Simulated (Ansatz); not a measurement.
A nudged elastic band was laid between two geometries of a periodic cell of 17 atoms, LiBe16 (host Be, host structure hcp, interstitial Li).

Computed with Ansatz 0.2.0, DFT PBE, scalar-relativistic, plane waves, PAW. Settings: cutoff 420 eV, k mesh 4x4x3, gaussian smearing 0.1 eV, no spin polarisation.

```yaml
movable_images: 3
climbing_image: yes
spring: 0.1 eV/Å²
optimiser: fire
start_path: default
force_threshold: 0.05 eV/Å
iteration_limit: 50
end_points: relaxed
```

Image 0:

```xyz
17
Lattice="-2.2900 -3.9664 0.0000 3.4350 -1.9832 0.0000 0.0000 0.0000 7.1769" Properties=species:S:1:pos:R:3
Be -0.017 -3.911 -0.010
Be -0.144 -2.616 1.745
Be -0.019 -3.912 3.505
Be -0.313 -2.858 5.337
Be -1.229 -1.999 -0.013
Be 2.083 -2.612 1.742
Be -1.228 -1.997 3.501
Be 3.382 -2.953 5.327
Be 0.887 -1.862 -0.020
Be 0.980 -0.608 1.745
Be 0.888 -1.862 3.509
Be 1.761 -0.894 5.338
Be -0.287 0.077 -0.028
Be 1.022 -4.622 1.744
Be -0.287 0.076 3.509
Be 1.270 -4.868 5.328
Li 1.549 -2.884 5.333
```

Image 4:

```xyz
17
Lattice="-2.2900 -3.9664 0.0000 3.4350 -1.9832 0.0000 0.0000 0.0000 7.1769" Properties=species:S:1:pos:R:3
Be -0.269 -3.978 -0.056
Be 0.030 -2.723 1.778
Be 0.068 -4.068 3.537
Be 0.031 -2.721 5.294
Be -1.171 -2.359 -0.046
Be 2.526 -2.805 1.772
Be -1.046 -2.091 3.538
Be 2.526 -2.804 5.302
Be 0.334 -1.191 -0.057
Be 1.356 -0.868 1.764
Be 1.278 -2.143 3.535
Be 1.356 -0.870 5.301
Be -0.506 0.419 -0.047
Be 1.203 -4.611 1.782
Be 0.130 -0.114 3.537
Be 1.204 -4.613 5.297
Li 1.310 -2.744 7.125
```

(1) What changes between the two ends?

(2) What energy profile does the band end with?

(3) What is the geometry of the highest image?

The band took 43 iterations and of the order of 13 core-minutes.

Answers

(1) Contacts lost: Be7–Li17, Be11–Li17. Contacts made: Be2–Li17, Be6–Li17. The atom that moves furthest is Li17, by 1.81 Å.

(2) It converged. The highest image is number 2 of 0 to 4, 0.61 eV above the ends, which have the same energy within 2 meV. The order of the stationary point at the top wasn't checked. Limits of this set-up: coarse k mesh.

```tsv
image	path coordinate (Å)	energy (eV)	Be7–Li17 (Å)	Be11–Li17 (Å)	Be2–Li17 (Å)
0	0.00	0.00	2.23	2.19	3.98
1	0.89	0.26	2.56	2.32	3.64
2	1.70	0.61	3.12	2.66	3.12
3	2.51	0.25	3.64	3.21	2.56
4	3.41	0.00	3.97	3.64	2.23
```

(3) 
```xyz
17
Lattice="-2.2900 -3.9664 0.0000 3.4350 -1.9832 0.0000 0.0000 0.0000 7.1769" Properties=species:S:1:pos:R:3
Be -0.035 -4.009 0.147
Be 0.046 -2.687 1.854
Be -0.058 -3.973 3.586
Be -0.292 -2.772 5.296
Be -1.112 -2.314 0.007
Be 2.371 -2.729 1.506
Be -1.206 -1.965 3.428
Be 2.923 -2.817 5.014
Be 0.671 -1.527 0.255
Be 1.252 -0.737 1.967
Be 1.028 -1.956 3.770
Be 1.434 -0.814 5.567
Be -0.268 0.176 -0.292
Be 1.161 -4.677 1.699
Be -0.129 0.057 3.305
Be 1.131 -4.679 5.130
Li 1.411 -2.873 6.235
```

Time of the run: 13 min on 1 thread of Arm Neoverse V2, with other jobs on the host, peak memory 0.52 GiB.
